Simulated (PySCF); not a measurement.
**Where the electron goes**

Species: [TaO2Cl2]- (charge -1 and singlet state).
Z-matrix (Å and degrees, PBE0-D3(BJ)/def2-SVP geometry), rows numbered from 1:
```
Ta
O   1  1.7508
O   1  1.7516  2  107.04
Cl  1  2.3935  2  109.68  3  -118.65
Cl  1  2.3886  2  108.78  3   118.14
```

Method used: TDDFT wB97X-D/def2-SVPD, vertical, gas phase, core orbitals frozen in the response, def2 core potentials past Kr (PySCF 2.14.0, density-fitted response routines). Spin–orbit coupling is left out. The geometry's basis has no diffuse functions, a weakness for an anion.

Frontier orbitals with the atoms that hold most of them (Löwdin shares over 4%, at most four atoms; ? is withheld):

```json
{"orbital": "LUMO+2", "ε (eV)": "5.37", "atoms": "Cl5 34%, Cl4 34%, Ta1 27%"}
{"orbital": "LUMO+1", "ε (eV)": "4.77", "atoms": "Ta1 58%, Cl5 17%, Cl4 17%, O2 4%"}
{"orbital": "LUMO", "ε (eV)": "4.64", "atoms": "?"}
{"orbital": "HOMO", "ε (eV)": "?", "atoms": "?"}
{"orbital": "HOMO-1", "ε (eV)": "-6.33", "atoms": "O3 31%, O2 30%, Cl5 14%, Cl4 14%"}
{"orbital": "HOMO-2", "ε (eV)": "-6.45", "atoms": "Cl5 24%, Cl4 24%, O2 22%, O3 21%"}
{"orbital": "HOMO-3", "ε (eV)": "-6.46", "atoms": "O3 35%, O2 34%, Ta1 12%, Cl5 9%"}
```

(1) Give the leading atoms of the LUMO.

(2) Which atoms hold the HOMO, and with what shares?

(3) What is the HOMO energy, and the HOMO–LUMO gap?

Answers

(1) Ta1 (bonded to 2 Cl and 2 O) 59%; Cl4 (bonded to Ta) 15%; Cl5 (bonded to Ta) 15%; O3 (bonded to Ta) 5%. By element: tantalum 59%, chlorine 31%, oxygen 5% or more.

(2) O3 (bonded to Ta) 46%; O2 (bonded to Ta) 45%; Ta1 (bonded to 2 Cl and 2 O) 8%. By element: oxygen 91%, tantalum 8%.

(3) ε(HOMO) = -5.45 eV; the gap is 10.10 eV (0.3710 hartree).

Task: How does S1 compare with the orbital gap of 10.10 eV?

Result: S1 is at 5.01 eV (f = 0.0027), 5.08 eV below the gap, made of HOMO→LUMO (86%), HOMO→LUMO+1 (11%). Without the coupling terms of the response equations the lowest excitation would equal the gap.

Task: One configuration dominates each of S1 and S3. Which, and how do the shares of the two leading atoms of either orbital change from the occupied to the empty one?

Result: 
- S1 (5.01 eV, f 0.0027), HOMO→LUMO (86%): O3 46% → 5%, O2 45% → at most 6%, Ta1 8% → 59%, Cl4 at most 2% → 15%; the Löwdin share of tantalum is 8% in HOMO and 59% in LUMO (ligand-to-metal charge transfer by this measure)
- S3 (5.98 eV, f 0.028), HOMO-1→LUMO (75%): O3 31% → 5%, O2 30% → at most 6%, Ta1 at most 11% → 59%, Cl4 14% → 15%; the Löwdin share of tantalum is at most 11% in HOMO-1 and 59% in LUMO (ligand-to-metal charge transfer by this measure)
